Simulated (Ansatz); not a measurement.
Input for Ansatz (a first-principles code): R-CCSD(T)/aug-cc-pVDZ on N2 (SMILES N#N) with ghost functions, monomers drawn apart or pushed together.

Ansatz 0.2 input:
```yaml
crystal:
  periodic: [false, false, false]
  atoms:
    - {symbol: N, position_ang: [-0.44036939, 0.51231994, 0.14198750]}
    - {symbol: N, position_ang: [-0.11509484, 1.18972059, -0.64869821]}
basis:
  gaussian:
    orbitals: aug-cc-pVDZ
    ghost_atoms:
      - {symbol: Ge, position_ang: [0.38586101, -1.18945993, 6.34240561]}
      - {symbol: H, position_ang: [1.61022900, -0.58135307, 5.64242123]}
      - {symbol: H, position_ang: [0.71935898, -1.44244884, 7.82098246]}
      - {symbol: H, position_ang: [0.01488397, -2.51658339, 5.66625643]}
      - {symbol: H, position_ang: [-0.79545651, -0.21351947, 6.24511077]}
magnetization: {spin_polarized: false}
correlation: {method: ccsd_t, electrons: outside_noble_gas}
scf: {lower_state_search: off}
```

The head of its log:

```
Functional definition: HF
[...]
these checks for a lower state are left out or cut short: stability, starts, cluster_reference, orbital_swaps, neighbouring_geometries, increment
integrals: 0.17 GiB planned
993 factors; integrals over basis functions are off by at most 1.0e-3 eV
mean field: 0.18 GiB planned
mean field evaluation 1: about -2964.6783 eV, gradient 1.0e1 eV
mean field evaluation 2: about -2964.6844 eV, gradient 1.0e1 eV
mean field evaluation 4: about -2964.9900 eV, gradient 3.8e-1 eV
mean field evaluation 8: about -2964.9904 eV, gradient 2.7e-5 eV
mean field -2964.99044974 eV, -108.9613892853 hartree, gradient 6.9e-7 eV, S^2 0.000000; 0 other end points of the search recorded, 0 dependent functions left out
2 core orbitals not correlated
reference -2964.99044974 eV, -108.9613892853 hartree; 5, 5 occupied and 111, 111 virtual orbitals, 993 factors
```

What total energy does the run end on?

-109.2929 hartree (reference determinant -108.9614, T1 diagnostic 0.013).
